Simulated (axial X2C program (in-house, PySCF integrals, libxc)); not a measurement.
## What spin–orbit coupling does to BeSb

Calculated with an in-house all-electron X2C program for linear molecules (integrals from PySCF). Spin-free means the one-electron spin-free X2C Hamiltonian; two-component (2c) means X2C with spin–orbit coupling and atomic mean-field two-electron Coulomb and Gaunt terms, so the difference of the two also holds small scalar two-electron terms. Basis: Sb dyall-cv3z [11s12p8d4f1g], Be dyall-cv3z [8s8p3d1f] (cores contracted in-house); Gaussian nuclei, density fitting, unrestricted open shells. Masses: Sb 120.904 u, Be 9.012 u.

Spin-free state: M_S = 3/2, Λ = 0 (beyond evenly filled blocks: σα, π+α, π-α); fragments Sb + Be.

```json
{"level": "HF", "Re (Å)": "2.413", "ωe (cm⁻¹)": "449.6", "De (eV)": "0.604", "μ (D)": "0.54"}
{"level": "CCSD", "Re (Å)": "2.415", "ωe (cm⁻¹)": "432.7", "De (eV)": "0.563", "μ (D)": "n/a"}
{"level": "CCSD(T)", "Re (Å)": "2.417", "ωe (cm⁻¹)": "432.8", "De (eV)": "0.642", "μ (D)": "n/a"}
```

Correlated methods: 7 electrons correlated (number of frozen shells: Sb 4 s, 3 p, 2 d; Be 1 s), 237 virtual spin orbitals or spinors in MP2, 87 natural virtuals in coupled cluster.

Dipoles are positive if Be is the positive end.

Two-component determinant lowest at the distance of the search:

Ω = 3/2 (⟨Sz⟩ = 1.47, ⟨Lz⟩ = 0.03 at HF); fragments Sb + Be.

```
  level  Re (Å)  ωe (cm⁻¹)  De (eV)  μ (D)
     HF   2.411      446.9    0.593   0.56
   CCSD   2.409      428.5    0.550    n/a
CCSD(T)   2.409      428.3    0.632    n/a
```

From the two tables, how do the constants change at the CCSD(T) level (2c against spin-free)?

At the CCSD(T) level Re goes down by 0.008 Å and ωe falls by 4.5 cm⁻¹; De changes by -0.010 eV.

One determinant describes the state; a PBE0 search over occupations chose it and may have missed a lower one. Dissociation energies refer to the lowest single-determinant-based atoms at the same level and basis. Coupled cluster ran in a truncated set of natural virtual spinors; the MP2 energy of the rest was added. (T) has no such correction and the atoms are truncated less, which lowers De at CCSD(T) by a hundredth of an eV or more. PBE0 can misorder states that lie within some tenths of an eV, so this need not be the ground state of the molecule. The nearest other spin-free determinant of the search, M_S = 1/2, Λ = 0, lies 0.13 eV up at the distance of the search. With several unpaired electrons one determinant need not be a pure state. This is the top spin component of a Σ state; components of lower Ω are not single determinants and can lie lower. With the outer-core shells frozen, correlated bond lengths of heavy atoms tend to come out a few hundredths of an ångström too long.
